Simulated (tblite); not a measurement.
Compound: C₆H₁₇P.
Bonds: C1–C2, C2–P3, P3–C4, P3–C5, P3–C6, P3–C7. Hydrogens: H8, H9, H10 on C1; H11, H12 on C2; H13, H14, H15 on C4; H16, H17, H18 on C5; H19, H20, H21 on C6; H22, H23, H24 on C7.

The geometry is computed with GFN2-xTB (gas phase).

How far are the bound atoms from P3?

5 atoms: C5 1.853 Å, C4 1.860 Å, C6 1.860 Å, C7 1.958 Å, C2 1.967 Å. The nearest atom not counted as bound is H18, at 2.40 Å (others tie with it).

List the angles at P3.

```csv
angle,degrees,distance of the outer atoms (Å)
C2–P3–C7,179.8,3.93
C4–P3–C6,123.0,3.27
C5–P3–C6,118.6,3.19
C4–P3–C5,118.3,3.19
C2–P3–C4,91.5,2.74
C2–P3–C6,90.5,2.72
C2–P3–C5,90.3,2.71
C5–P3–C7,90.0,2.70
C6–P3–C7,89.4,2.69
C4–P3–C7,88.4,2.66
```

What is the shape at P3?

Trigonal bipyramidal: τ5 = (β − α)/60° = 0.95 from the two widest angles, 179.8° and 123.0° (0 for a square pyramid, 1 for a trigonal bipyramid). The P–C distances aren't all alike: 1.853 to 1.967 Å.

What are the other bond lengths?

C1–C2 1.526 Å; C1–H8, C1–H9, C1–H10 1.089 Å; C2–H11 1.096 Å; C2–H12 1.095 Å; C4–H13 and 8 like bonds 1.087 Å; C7–H22, C7–H23, C7–H24 1.090 Å.

Give some angles away from the centre.

C1–C2–P3 116.6°.

What are the rotational constants (commonest isotopes, rigid rotor)?

A = 2649, B = 1506, C = 1494 MHz: a near-prolate asymmetric top.

Point group: C1 (no symmetry element, even within 0.4 Å). Charge 0, singlet. Its GFN2-xTB frequencies are all real (lowest 67 cm⁻¹).

Shape of the structure used: `[CH3:1][CH2:2][P:3]([CH3:4])([CH3:5])([CH3:6])[CH3:7]`: C1–C2–P3–C4 -69°.
